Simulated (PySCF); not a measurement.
**Field gradients at the hydrogen positions**

Species: C₃H₁₀OSi₂.
Geometry (GFN2-xTB, Å), atoms numbered from 1 in this order:
```
atom  x, y, z in Å
Si1    2.464   -0.155    0.748
O2     1.453    0.365   -0.402
Si3    0.226    0.758   -1.383
C4    -1.404    0.208   -0.617
C5    -1.609    0.252    0.874
C6    -1.488   -1.064    0.183
H7     3.168    1.029    1.235
H8     1.677   -0.782    1.811
H9     3.353   -1.120    0.105
H10    0.276    2.214   -1.516
H11    0.476    0.050   -2.639
H12   -2.286    0.435   -1.205
H13   -2.577    0.550    1.250
H14   -0.784    0.578    1.490
H15   -0.581   -1.631    0.332
H16   -2.372   -1.677    0.083
```

Level: PBE0/pcSseg-1 (PySCF, non-relativistic); Q(2H) = 0.00286 b; rigid geometry, the same for H and D, with no vibrational averaging.

What are Vzz, η and χzz (234.96 MHz × Q × Vzz) at all hydrogens?

```
atom  bonded to  bond length (Å)  Vzz (au)     η  χzz (kHz)
  H7        Si1            1.461    0.1612  0.02        108
  H8        Si1            1.464    0.1585  0.03        106
  H9        Si1            1.461    0.1612  0.02        108
 H10        Si3            1.463    0.1599  0.02        107
 H11        Si3            1.464    0.1598  0.02        107
 H12         C4            1.084    0.3261  0.08        219
 H13         C5            1.081    0.3300  0.07        222
 H14         C5            1.080    0.3307  0.07        222
 H15         C6            1.080    0.3312  0.07        223
 H16         C6            1.081    0.3304  0.07        222
```

Average by the element that carries the hydrogen.

on Si: 108 kHz over 5 positions, mean bond length 1.463 Å; on C: 222 kHz over 5 positions, mean bond length 1.081 Å.

A static deuteron (I = 1) shows a doublet split by (3/2)χ, (3/4)χ(1 + η) and (3/4)χ(1 − η) with the field along z, y and x of the gradient. What are these for H14?

With |χ| = 222.2 kHz and η = 0.073: 333, 179 and 155 kHz, to first order and without motion.

Isolated species at its GFN2-xTB geometry (one conformer only). GFN2-xTB frequencies show an imaginary mode (50i cm⁻¹), so this geometry is no minimum at that level. GFN2-xTB bond lengths can be off by several hundredths of an ångström, more for odd bonds, and the gradients follow them. The small basis limits the accuracy of the gradients.
